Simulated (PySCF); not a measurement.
**Magnetic susceptibility: `[SiH3]B(Cl)Cl`, BCl2H3Si**

Geometry:
```tsv
atom	x (Å)	y (Å)	z (Å)
B1	0.554	0.968	0.012
Cl2	2.277	1.024	0.034
Cl3	-0.259	2.485	-0.036
Si4	-0.439	-0.762	0.008
H5	-1.760	-0.649	0.631
H6	0.288	-1.822	0.711
H7	-0.660	-1.243	-1.360
```

Computed with GIAO mPW1PW91/def2-SVP magnetisability, rotational g tensor and spin-rotation constants, non-relativistic, gas phase in PySCF 2.14.0. Geometry: GFN2-xTB.

Problem. What are the magnetisability and the molar susceptibility?

Solution. Isotropic -1004 × 10⁻³⁰ J/T², or -60.5 × 10⁻⁶ cm³/mol; principal values -1099, -997, -917 × 10⁻³⁰ J/T², anisotropy 158 × 10⁻³⁰ J/T² (root of half the summed squared differences of the principal values). The susceptibility is in cgs units.

Problem. Split it along the inertial axes a, b, c into diamagnetic and paramagnetic parts about the centre of mass, with the quadrupole moment.

Solution. 
| axis | χ (10⁻⁶ cm³/mol) | diamagnetic (10⁻⁶ cm³/mol) | paramagnetic (10⁻⁶ cm³/mol) | summed x² of all electrons (Å²) | quadrupole Θ (D Å) |
| --- | --- | --- | --- | --- | --- |
| a | -60.1 | -412.7 | 352.6 | 113.0 | -1.67 |
| b | -55.2 | -530.4 | 475.2 | 85.2 | -0.13 |
| c | -66.1 | -840.8 | 774.6 | 12.1 | +1.80 |

Anisotropies 2χaa − χbb − χcc = +1.2 and 2χbb − χaa − χcc = +15.8 × 10⁻⁶ cm³/mol. Θ is traceless in Buckingham's convention.

Problem. And the rotational g tensor?

Solution. 
| axis | rotational constant (GHz) | g | nuclear part | electronic part |
| --- | --- | --- | --- | --- |
| a | 3.2509 | -0.0305 | 0.5080 | -0.5385 |
| b | 2.6408 | -0.0320 | 0.5575 | -0.5895 |
| c | 1.4808 | -0.0111 | 0.5278 | -0.5389 |

Asymmetric top; isotopes 11B, 35Cl, 1H, 28Si; no vibrational averaging.
